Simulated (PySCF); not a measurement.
## How methods differ on the ionisation energy of C⁺

C⁺ [He] 2s2 2p1 (2P) → C²⁺ [He] 2s2 (1S), as a difference of total energies. All numbers are calculated (PySCF 2.14, the non-relativistic Hamiltonian (point nucleus), in aug-cc-pwCVQZ (9s8p6d4f2g, 109 functions)). Correlated levels: valence: 1s2 frozen; valence and next inner shell: nothing frozen. The calculations carry no spin-orbit coupling.

```tsv
method	ionisation energy (eV)	plus first-order spin-orbit estimate	error of that sum (eV)
UHF	24.170	24.175	-0.208
LDA	24.774	24.779	+0.396
PBE	24.854	24.859	+0.476
PBE0	24.836	24.841	+0.458
r2SCAN	25.007	25.012	+0.629
CAM-B3LYP	25.002	25.007	+0.624
TPSSh	24.988	24.993	+0.610
r2SCAN0	24.973	24.978	+0.595
MP2 (valence)	24.424	24.430	+0.047
SCS-MP2 (valence)	24.384	24.389	+0.006
MP2 (valence and next inner shell)	24.479	24.484	+0.101
SCS-MP2 (valence and next inner shell)	24.425	24.430	+0.047
```

Reference: 24.383 eV (measured; NIST Atomic Spectra Database, ionization energies).

A first-order spin-orbit estimate (lowest level to lowest level, LS coupling) adds 0.005 eV.

Errors of the correlated levels include the incompleteness of this basis and the frozen core.
